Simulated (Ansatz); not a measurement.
`C=C[SiH2]BF` + SiH₄ → `FB[SiH2][SiH3]` + ethylene at 600 K and 1 bar (formal exchange of groups at the Si–C bond).

Isolated molecules relaxed with PBE0-D4/def2-TZVP in Ansatz; ΔE leaves out vibrations. CBS: MP2 limit from def2 TZ/QZ plus the TZ coupled-cluster correction, frozen cores. This one scheme is used for every species. Each species was taken in one conformer, which may not be the lowest.

| species | CCSD(T)/CBS energy (Eh) | H − E (kJ/mol) | S (J/(mol·K)) |
| --- | --- | --- | --- |
| `C=C[SiH2]BF` | -493.38747 | 259.0 | 448.5 |
| SiH₄ | -291.46306 | 108.7 | 242.3 |
| `FB[SiH2][SiH3]` | -706.37300 | 212.5 | 452.6 |
| `C=C` | -78.48111 | 161.6 | 257.2 |

H − E and S are ideal-gas, rigid-rotor, harmonic terms from PBE0-D4/def2-TZVP, for one conformer and one mirror image of each species. 1 Eh = 2625.50 kJ/mol, R = 8.31446 J/(mol·K).

Q: By hand: ΔE, ΔH, ΔS and ΔG.

A: ΔE = (-706.37300) + (-78.48111) − (-493.38747) − (-291.46306) = -0.00358 Eh = -9.4 kJ/mol. Δ(H − E) = 212.5 + 161.6 − 259.0 − 108.7 = 6.4, so ΔH = -3.0 kJ/mol. ΔS = 452.6 + 257.2 − 448.5 − 242.3 = 19.0 J/(mol·K). ΔG = -3.0 − 600 × (19.0)/1000 = -14.4 kJ/mol.

Q: By hand: the equilibrium constant, and the temperature at which ΔG would vanish if ΔH and ΔS stayed fixed.

A: log₁₀ K = −ΔG/(RT ln 10) = 1.3. ΔH and −TΔS have one sign here, so there is no such temperature. One of them is within its doubt of zero, so this could turn.

TΔS isn't small against ΔH here. A doubt of 5 kJ/mol in ΔE shifts log₁₀ K by 0.4 here. Other conformers and mirror images would add mixing entropy, several J/(mol·K) or more a flexible species. Modes under 60 cm⁻¹, often nearly free rotors, make the harmonic entropy too high. These are equilibria of isolated gas molecules and say nothing of rates. Largest T1 diagnostic: 0.015 (customary marks: 0.02 for closed shells, 0.045 for open ones).
